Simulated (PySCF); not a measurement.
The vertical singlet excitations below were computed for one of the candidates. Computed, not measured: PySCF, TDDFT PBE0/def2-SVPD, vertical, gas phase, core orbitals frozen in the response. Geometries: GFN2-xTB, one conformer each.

| state | E (eV) | λ (nm) | f |
| --- | --- | --- | --- |
| S1 | 5.45 | 227.4 | 0.0019 |
| S2 | 6.40 | 193.8 | 0.026 |
| S3 | 6.49 | 191.1 | 0.016 |
| S4 | 6.84 | 181.3 | 0.0061 |
| S5 | 6.97 | 177.9 | 0.024 |
| S6 | 7.20 | 172.2 | 0.0076 |
| S7 | 7.30 | 169.9 | 0.038 |
| S8 | 7.35 | 168.8 | 0.015 |

Task: Which candidate is it? All have the formula C3H8O2SSi.
A. `O=CC[Si@H](S)OC`
B. `CO[Si@H]1OCCS1`
C. `COC(=S)CO[SiH3]`

Result: B. Its S1, at 5.45 eV, is the highest among the candidates; the nearest of the others has S1 at 4.38 eV. S1 is HOMO→LUMO (95%). Löwdin shares by element: HOMO sulfur 70%, carbon 11% or more, silicon 7%; LUMO sulfur 35%, silicon 19%, carbon 10% or more, hydrogen 7% or more (atoms not listed hold the other 29%). At the same level the other candidates give, for their lowest levels:
- `COC(=S)CO[SiH3]`: 3.52 eV (f 0.000); 5.45 eV (f 0.108); 5.87 eV (f 0.037); 6.16 eV (f 0.064); 6.41 eV (f 0.063); T1 3.14 eV; HOMO -6.72, LUMO -1.43 eV
- `CO[Si@@H](S)CC=O`: 4.38 eV (f 0.000); 5.16 eV (f 0.000); 6.10 eV (f 0.000); 6.30 eV (f 0.000); 6.59 eV (f 0.055); T1 3.76 eV; HOMO -7.24, LUMO -1.10 eV
Triplets come from the Tamm–Dancoff approximation.
